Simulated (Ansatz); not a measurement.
Reaction (redistribution): `O[CH]([AlH2])[SiH3]` + `Cl[SiH]1C[SiH2]N1` → `[AlH2][SiH]1C[SiH2]N1` + `OC([SiH3])Cl`

Isolated molecules relaxed with PBE0-D4/def2-TZVP in Ansatz; ΔE leaves out vibrations. CCSD(T)/CBS is the MP2 limit (def2-TZVPP, def2-QZVPP) plus CCSD(T) − MP2 in def2-TZVPP, frozen cores. Functionals use def2-TZVPP. B3LYP here is the variant with VWN-RPA as its local correlation; programs differ in this. One conformer a species, not always the lowest.

| level | ΔE (kcal/mol) | difference from CCSD(T)/CBS |
| --- | --- | --- |
| PBE-D4 | 34.2 | -4.0 |
| r2SCAN-D4 | 37.8 | -0.4 |
| PBE0-D4 | 35.8 | -2.4 |
| B3LYP-D4 | 37.0 | -1.2 |
| ωB97X-V | 37.4 | -0.8 |
| ωB97M-V | 40.1 | 1.9 |
| B2PLYP | 37.9 | -0.3 |
| PBE | 33.9 | -4.3 |
| r2SCAN | 37.8 | -0.4 |
| PBE0 | 35.6 | -2.6 |
| B3LYP | 36.5 | -1.7 |
| HF/def2-TZVPP | 38.0 | -0.2 |
| MP2/def2-TZVPP | 40.2 | 2.0 |
| SCS-MP2/def2-TZVPP | 38.8 | 0.6 |
| CCSD/def2-TZVPP | 37.7 | -0.5 |
| CCSD(T)/def2-TZVPP | 37.3 | -0.9 |
| HF/def2-QZVPP | 38.4 | 0.2 |
| MP2/def2-QZVPP | 40.8 | 2.6 |
| SCS-MP2/def2-QZVPP | 39.5 | 1.3 |
| HF/CBS(def2) | 38.4 | 0.2 |
| MP2/CBS(def2) | 41.1 | 2.9 |
| CCSD/CBS(def2) | 38.6 | 0.4 |
| CCSD(T)/CBS | 38.2 | 0 |

Largest T1 diagnostic among the species: 0.012.

From PBE to PBE0 (25 % exact exchange), in def2-TZVPP and without D4, ΔE moves by +1.7 kcal/mol.
